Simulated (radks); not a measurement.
Exchange energies: the exact (Fock) value of the Kohn-Sham orbitals and density-functional approximations, as 100 (|E| - |E exact|)/|E exact|, negative where the magnitude is too small. Species: Be [He] 2s2; Cs9+ [Kr] 4d10. Calculated with a radial shooting solver on a logarithmic mesh with Libxc functionals: non-relativistic Kohn-Sham, PBE, spin-polarised, spherical densities, point nucleus. Every spin shell is full or empty, so the densities are truly spherical. Functionals are evaluated on that one density, not self-consistently.

| functional | Be | Cs9+ |
|---|---|---|
| exact (hartree) | -2.65953 | -180.643 |
| LDA | -13.15 | -4.82 |
| B88 | -0.16 | -0.05 |
| PBEsol | -5.37 | -2.29 |
| WC | -3.08 | -0.92 |
| AM05 | -10.31 | -4.47 |
| EV93 | +4.89 | -0.36 |
| APBE | +0.62 | +0.21 |
| revTPSS | +0.31 | -0.98 |
| MS2 | +0.61 | -0.66 |
